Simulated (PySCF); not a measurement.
## Working with the constants of RbPb⁺

UHF-CCSD(T) constants of RbPb⁺, ³Π (triplet), unpaired electrons σ ↑, π ↑ (basis Rb def2-SVPD with ECP28, Pb def2-SVPD with ECP60; scalar-relativistic core potentials; PySCF 2.14; masses 84.9118 and 207.9766 u):

| Quantity | Value |
| --- | --- |
| ωe | 42.7 cm⁻¹ |
| ωexe | 0.184 cm⁻¹ |
| Be | 0.015946 cm⁻¹ |
| αe | 9.14e-05 cm⁻¹ |
| D (centrifugal) | 8.92e-09 cm⁻¹ |

Task: Give the vibrational terms G(v) and spacings up to v = 6.

Result: G(v) = ωe(v+½) − ωexe(v+½)².

```tsv
v	G(v) (cm⁻¹)	G(v) − G(v−1)	Bv (cm⁻¹)
0	21.3		0.01590
1	63.6	42.3	0.01581
2	105.6	42.0	0.01572
3	147.2	41.6	0.01563
4	188.4	41.2	0.01553
5	229.3	40.9	0.01544
6	269.8	40.5	0.01535
```

Correlated steps freeze 4 core orbitals. Spin–orbit coupling is left out, which matters for elements this heavy, above all for dissociation energies. The state is the lowest determinant that a PBE0 search found; another state may lie lower at other levels.
